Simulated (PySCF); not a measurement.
BiCl2, SMILES [Cl][Bi+][Cl] (connectivity only; charge and spin as stated), charge +1, multiplicity 1.

Coordinates come from a PBE0-D3(BJ)/def2-TZVP optimisation. The multiplicity is an assumed one; other spin states were not compared. The isomer is the one that the SMILES or the coordinates give; other isomers of the formula were not compared. The def2 effective core potentials stand for the cores of Bi; spin–orbit coupling is left out.

Calculation: CAM-B3LYP/def2-TZVPD in PySCF.

Isolated molecule, no solvent.

Question: Estimate the frontier levels, gap, dipole moment and polarisability. (An estimate is asked for; the answer gives what the named calculation found.)

Answer: 
| Item | Value |
|---|---|
| highest occupied level | -15.97 eV |
| lowest empty level | -9.15 eV |
| orbital gap | 6.82 eV |
| dipole moment about the centre of nuclear charge | 2.64 D |
| mean static polarisability | 60.7 bohr³ (8.99 Å³) |
| polarisability, principal values | 40.6, 60.0, 81.5 bohr³ |
